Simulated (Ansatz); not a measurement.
`C[SiH2][O][GeH3]` → `C[SiH2]O` + `[GeH2]` at 700 K and 1 bar (germylene loss).

Isolated molecules relaxed with PBE0-D4/def2-TZVP in Ansatz; ΔE leaves out vibrations. CBS: MP2 limit from def2 TZ/QZ plus the TZ coupled-cluster correction, frozen cores. This one scheme is used for every species. For Ge outer-core shells are correlated without core-valence functions, which leaves a few kJ/mol of doubt a bond. Scalar relativity is left out up to krypton. One conformer a species, not always the lowest.

```tsv
species	CCSD(T)/CBS energy (Eh)	H − E (kJ/mol)	S (J/(mol·K))
`C[SiH2][O][GeH3]`	-2483.29571	301.9	513.1
`C[SiH2]O`	-405.96945	239.4	390.4
`[GeH2]`	-2077.24753	54.8	253.9
```

H − E and S are ideal-gas, rigid-rotor, harmonic terms from PBE0-D4/def2-TZVP, for one conformer and one mirror image of each species. 1 Eh = 2625.50 kJ/mol, R = 8.31446 J/(mol·K).

Q: By hand: ΔE, ΔH, ΔS and ΔG.

A: ΔE = (-405.96945) + (-2077.24753) − (-2483.29571) = 0.07873 Eh = 206.7 kJ/mol. Δ(H − E) = 239.4 + 54.8 − 301.9 = -7.7, so ΔH = 199.0 kJ/mol. ΔS = 390.4 + 253.9 − 513.1 = 131.2 J/(mol·K). ΔG = 199.0 − 700 × (131.2)/1000 = 107.2 kJ/mol.

Q: By hand: the equilibrium constant, and the temperature at which ΔG would vanish if ΔH and ΔS stayed fixed.

A: log₁₀ K = −ΔG/(RT ln 10) = -8.0. ΔG = 0 at ΔH/ΔS = 1517 K.

The number of gas molecules changes by +1, which sets the sign of ΔS. A doubt of 5 kJ/mol in ΔE shifts log₁₀ K by 0.4 here. Other conformers and mirror images would add mixing entropy, several J/(mol·K) or more a flexible species. Modes under 60 cm⁻¹, often nearly free rotors, make the harmonic entropy too high. These are equilibria of isolated gas molecules and say nothing of rates. Largest T1 diagnostic: 0.012 (customary marks: 0.02 for closed shells, 0.045 for open ones).
